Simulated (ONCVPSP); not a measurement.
**Tc: ONCV pseudisation with PW91, scalar-relativistic reference atom.**

ONCVPSP 4.0.1 was run on this input:

```
# ATOM AND REFERENCE CONFIGURATION
# atsym  z   nc   nv     iexc    psfile
  Tc 43.00    7    3  -109134      upf
#
#   n    l    f
    1    0    2.00
    2    0    2.00
    2    1    6.00
    3    0    2.00
    3    1    6.00
    3    2   10.00
    4    0    2.00
    4    1    6.00
    4    2    5.00
    5    0    1.00
#
# PSEUDOPOTENTIAL AND OPTIMIZATION
# lmax
    3
#
#   l,   rc,      ep,       ncon, nbas, qcut
    0    2.65    0.00    4    6    2.30
    1    1.25    0.00    5    8    5.40
    2    1.50    0.00    4    8    7.50
    3    2.70    0.24    4    8    3.90
#
# LOCAL POTENTIAL
# lloc, lpopt,  rc(5),   dvloc0
    4    5    1.20    0.00
#
# VANDERBILT-KLEINMAN-BYLANDER PROJECTORs
# l, nproj, debl
    0    1    1.90
    1    3    0.30
    2    2    2.60
    3    2    3.90
#
# MODEL CORE CHARGE
# icmod, fcfact, rcfact
    3    2.00    1.30
#
# LOG DERIVATIVE ANALYSIS
# epsh1, epsh2, depsh
   -3.00    5.00    0.02
#
# OUTPUT GRID
# rlmax, drl
    6.00    0.01
#
# TEST CONFIGURATIONS
# ncnf
    4
# nvcnf
#   n    l    f
    3
    4    1    6.00
    4    2    5.00
    5    0    2.00
#
    3
    4    1    6.00
    4    2    5.00
    5    0    0.00
#
    3
    4    1    6.00
    4    2    4.00
    5    0    0.00
#
    3
    4    1    6.00
    4    2    5.00
    5    0    1.50
#
```

Command:

```bash
oncvpsp.x < Tc.dat > Tc.out
```

Resulting log (shortened: citation, most of the input echo, consistency checks and plot data are left out):

```
ONCVPSP  (Optimized Norm-Conservinng Vanderbilt PSeudopotential)
scalar-relativistic version 4.0.1

#   n    l    f        energy (Ha)
    1    0    2.00    -7.6730130E+02
    2    0    2.00    -1.0971281E+02
    2    1    6.00    -9.8230948E+01
    3    0    2.00    -1.9338405E+01
    3    1    6.00    -1.5569037E+01
    3    2   10.00    -9.4659812E+00
    4    0    2.00    -2.9773941E+00
    4    1    6.00    -1.9472929E+00
    4    2    5.00    -5.2031266E-01
    5    0    1.00    -4.2119402E-01

Reference configufation results
  iterations    27
  all-electron total energy (Ha)   -4.28602045D+03

Begin loop to  construct optimized pseudo wave functions
and semi-local pseudopoentials for all angular momenta

Calculating optimized projector #   1

 for l=   0

    Fraction of norm inside rc  0.395214
    Optimizing pswf for qcut=   2.30 a_B^-1,  ecut=   2.64 Ha
    Residual kinetic energy error=  4.36D-03 Ha

    Energy error per electron        Cutoff
         Ha          eV             Ha
         0.01000     0.27211        2.19
         0.00100     0.02721        5.61
         0.00010     0.00272        8.79
         0.00001     0.00027       10.66

WARNING wellstate: negative energy specified for n= 5 l=  1
WARNING scattering state with energy  0.25000000
WARNING will be used for the first projector

   Wellstate for l =  1  n =  5
     eigenvalue =   0.2500
     asymptotic potential =   0.7500
     half-point radius =  2.4396

   Wellstate for l =  1  n =  6
     eigenvalue =   0.5500
     asymptotic potential =   1.0500
     half-point radius =  4.8704

Calculating optimized projector #   1

 for l=   1

    Fraction of norm inside rc  0.620248
    Optimizing pswf for qcut=   5.38 a_B^-1,  ecut=  14.50 Ha
    Residual kinetic energy error=  2.67D-02 Ha

    Energy error per electron        Cutoff
         Ha          eV             Ha
         0.01000     0.27211       37.67
         0.00100     0.02721      104.82
         0.00010     0.00272      124.95
         0.00001     0.00027      138.59

Calculating optimized projector #   2

 for l=   1

    Fraction of norm inside rc  0.082836
    Optimizing pswf for qcut=   5.38 a_B^-1,  ecut=  14.50 Ha
    Residual kinetic energy error=  6.78D-03 Ha

    Energy error per electron        Cutoff
         Ha          eV             Ha
         0.01000     0.27211        9.94
         0.00100     0.02721       44.27
         0.00010     0.00272      135.05
         0.00001     0.00027      167.25

Calculating optimized projector #   3

 for l=   1

    Fraction of norm inside rc  0.037094
    Optimizing pswf for qcut=   5.38 a_B^-1,  ecut=  14.50 Ha
    Residual kinetic energy error=  3.39D-03 Ha

    Energy error per electron        Cutoff
         Ha          eV             Ha
         0.01000     0.27211        8.69
         0.00100     0.02721       24.70
         0.00010     0.00272       87.13
         0.00001     0.00027      155.09

   Wellstate for l =  2  n =  6
     eigenvalue =   2.0797
     asymptotic potential =   2.5797
     half-point radius =  3.4132

Calculating optimized projector #   1

 for l=   2

    Fraction of norm inside rc  0.483057
    Optimizing pswf for qcut=   7.50 a_B^-1,  ecut=  28.13 Ha
    Residual kinetic energy error=  4.99D-05 Ha

    Energy error per electron        Cutoff
         Ha          eV             Ha
         0.01000     0.27211       17.01
         0.00100     0.02721       22.26
         0.00010     0.00272       26.77
         0.00001     0.00027       59.76

Calculating optimized projector #   2

 for l=   2

    Fraction of norm inside rc  0.078267
    Optimizing pswf for qcut=   7.50 a_B^-1,  ecut=  28.13 Ha
    Residual kinetic energy error=  1.15D-04 Ha

    Energy error per electron        Cutoff
         Ha          eV             Ha
         0.01000     0.27211       17.66
         0.00100     0.02721       23.44
         0.00010     0.00272       28.52
         0.00001     0.00027       47.77

   Wellstate for l =  3  n =  4
     eigenvalue =   0.2400
     asymptotic potential =   0.7400
     half-point radius =  5.2985

   Wellstate for l =  3  n =  8
     eigenvalue =   4.1400
     asymptotic potential =   4.6400
     half-point radius =  4.8092

Calculating optimized projector #   1

 for l=   3

    Fraction of norm inside rc  0.192912
    Optimizing pswf for qcut=   3.90 a_B^-1,  ecut=   7.59 Ha
    Residual kinetic energy error=  9.07D-04 Ha

    Energy error per electron        Cutoff
         Ha          eV             Ha
         0.01000     0.27211        4.87
         0.00100     0.02721        7.53
         0.00010     0.00272       29.37
         0.00001     0.00027       37.06

Calculating optimized projector #   2

 for l=   3

    Fraction of norm inside rc  0.164875
    Optimizing pswf for qcut=   3.90 a_B^-1,  ecut=   7.59 Ha
    Residual kinetic energy error=  8.49D-01 Ha

    Energy error per electron        Cutoff
         Ha          eV             Ha
         0.01000     0.27211       40.64
         0.00100     0.02721       47.75
         0.00010     0.00272       60.70
         0.00001     0.00027       89.39

Construct Vanderbilt / Kleinmman-Bylander projectors

B matrix Hermiticity error, ll=   1
   1   2    2.9780E-04
   1   3   -2.3310E-04
   2   3    1.3146E-05

  Orthonormal projector coefficients -1.3612E+02  1.4432E+01  5.4989E+00

B matrix Hermiticity error, ll=   2
   1   2   -2.2939E-04

  Orthonormal projector coefficients  2.8739E+00  5.8345E-01

B matrix Hermiticity error, ll=   3
   1   2    2.0516E-05

  Orthonormal projector coefficients -1.4246E+02 -2.8985E+00

Model core correction analysis
  based on d2Exc/dn_idn_j

d2excae - all-electron derivatives

   -2.866640D-02   -1.939248D-02   -3.213605D-03
   -1.939255D-02   -2.014308D-02   -1.167820D-02
   -3.212530D-03   -1.167379D-02   -3.429788D-02

d2excps - pseudofunction derivatives with no core correction

   -3.663623D-02   -2.332142D-02   -3.081845D-03
   -2.332184D-02   -2.244709D-02   -1.246204D-02
   -3.080737D-03   -1.245737D-02   -3.466618D-02

rms 2nd derivative error    3.351638E-03

rmatch, rhocmatch    0.7855   10.3139

Teter function model core charge with specified parameters

d2excps - pseudofunction derivatives with core correction

   -3.381185D-02   -2.246153D-02   -3.069473D-03
   -2.246157D-02   -2.215992D-02   -1.246122D-02
   -3.068358D-03   -1.245655D-02   -3.466602D-02

rms 2nd derivative error    2.375435E-03

Pseudoatom total energy  -56.324318

Diagnostic tests using Vanderbilt-Kleinman-Bylander pseudopotentials
  1 or more projectors used as specified by nproj input data

   l    rcore       rmatch      e in        delta e   norm test  slope test

   0   2.6615570   2.7423677  -0.4211940  -0.0000007   1.0000000   1.0000176

   1   1.2525360   1.2905657  -1.9472929  -0.0000222   1.0001412   1.0001774
   1   1.2525360   1.2905657   0.2500000   0.0000035   1.0003755   1.0003755
   1   1.2525360   1.2905657   0.5500000   0.0000047   1.0003987   1.0003987

   2   1.5077440   1.5535224  -0.5203127   0.0000049   1.0000770   1.0000962
   2   1.5077440   1.5535224   2.0796873   0.0000212   1.0003173   1.0003173

   3   2.7097531   2.7920270   0.2400000   0.0000044   1.0000053   1.0000053
   3   2.7097531   2.7920270   4.1400000   0.0000204   0.9999608   0.9999608

 Testing for bound ghosts
   n   l    E NL Schr. Eq   E Basis Diag.   E Cutoff

       0                       -7.141994     10.68  WARNING - GHOST(-)
   1   0       -0.421195       -0.420349     10.68

       1                      -11.915192    251.61  WARNING - GHOST(-)
   2   1       -1.947315       -1.946648    251.61

   3   2       -0.520308       -0.513217    151.25

       3                     -126.578644     52.56  WARNING - GHOST(-)

 Testing for highly-localized positive-energy ghosts
       l    <radius>/rc     E Basis Diag.   E Cutoff

       1        0.979313       29.621328    251.61  WARNING - GHOST(+)

Test configuration 0

   n   l     f        eae           eps        diff
   1   0  2.0000 -767.30129694
   2   0  2.0000 -109.71281492
   2   1  6.0000  -98.23094767
   3   0  2.0000  -19.33840520
   3   1  6.0000  -15.56903655
   3   2 10.0000   -9.46598115
   4   0  2.0000   -2.97739409
   4   1  6.0000   -1.94729292   -1.94731509   -2.22D-05
   4   2  5.0000   -0.52031266   -0.52030780    4.87D-06
   5   0  1.0000   -0.42119402   -0.42119469   -6.74D-07

    Total energies and differences
      AE_ref= -4.28602045D+03  AE_tst= -4.28602045D+03  dif=  0.00D+00
      PS_ref= -5.63243176D+01  PS_tst= -5.63243176D+01  dif=  2.84D-14
      PSP excitation error= -2.84D-14

Test configuration 1

   n   l     f        eae           eps        diff
   1   0  2.0000 -767.02140734
   2   0  2.0000 -109.43608288
   2   1  6.0000  -97.95401698
   3   0  2.0000  -19.06104804
   3   1  6.0000  -15.29169559
   3   2 10.0000   -9.18886799
   4   0  2.0000   -2.69878273
   4   1  6.0000   -1.66814906   -1.67153531   -3.39D-03
   4   2  5.0000   -0.24656838   -0.24821135   -1.64D-03
   5   0  2.0000   -0.18743409   -0.18730318    1.31D-04

    Total energies and differences
      AE_ref= -4.28602045D+03  AE_tst= -4.28632245D+03  dif= -3.02D-01
      PS_ref= -5.63243176D+01  PS_tst= -5.66262799D+01  dif= -3.02D-01
      PSP excitation error= -3.82D-05

Test configuration 2

   n   l     f        eae           eps        diff
   1   0  2.0000 -767.62428240
   2   0  2.0000 -110.03137305
   2   1  6.0000  -98.54978476
   3   0  2.0000  -19.65742328
   3   1  6.0000  -15.88802657
   3   2 10.0000   -9.78468935
   4   0  2.0000   -3.29636851
   4   1  6.0000   -2.26616051   -2.26189121    4.27D-03
   4   2  5.0000   -0.82937633   -0.82734452    2.03D-03

    Total energies and differences
      AE_ref= -4.28602045D+03  AE_tst= -4.28547227D+03  dif=  5.48D-01
      PS_ref= -5.63243176D+01  PS_tst= -5.57758123D+01  dif=  5.49D-01
      PSP excitation error= -3.22D-04

Test configuration 3

psatom: WARNING lschvkbb convergence error n,l,iter=   1   0  39
ea(ii),et,emin,emax -8.302483E-01 -8.432861E-01 -8.432861E-01 -8.432861E-01
run_config: WARNING for fully non-local PS atom, stg. 1
 WARNING no output for configuration 4

Test configuration 4

   n   l     f        eae           eps        diff
   1   0  2.0000 -767.15548851
   2   0  2.0000 -109.56875687
   2   1  6.0000  -98.08677920
   3   0  2.0000  -19.19404519
   3   1  6.0000  -15.42468604
   3   2 10.0000   -9.32175298
   4   0  2.0000   -2.83252061
   4   1  6.0000   -1.80219958   -1.80407999   -1.88D-03
   4   2  5.0000   -0.37844102   -0.37934359   -9.03D-04
   5   0  1.5000   -0.30092886   -0.30082625    1.03D-04

    Total energies and differences
      AE_ref= -4.28602045D+03  AE_tst= -4.28620070D+03  dif= -1.80D-01
      PS_ref= -5.63243176D+01  PS_tst= -5.65045681D+01  dif= -1.80D-01
      PSP excitation error=  5.45D-07
```

Note: ghosts flagged at negative energy: s at -194.3 eV, p at -324.2 eV, f at -3444.4 eV; GHOST(+) flags only above 600 eV. A true bound ghost makes a file unfit for plane-wave use.

The run took about 4 s on one core of a shared server CPU.
